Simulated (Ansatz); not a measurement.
Q: Name a neutral molecule of C, S, Zn and H with vertical ionisation energy (CCSD(T)/def2-TZVPP) between 8.65 and 8.95 eV and LUMO energy (PBE/def2-TZVPP) between -1.80 and -1.50 eV (Ansatz, PBE0-D4/def2-TZVP geometry).

A: `C[S][Zn][S]C` (8.85 eV, -1.57 eV); `C[S][ZnH]` (8.86 eV, -1.65 eV). Other molecules can fit too; these were computed, each in one conformer that needn't be the lowest.
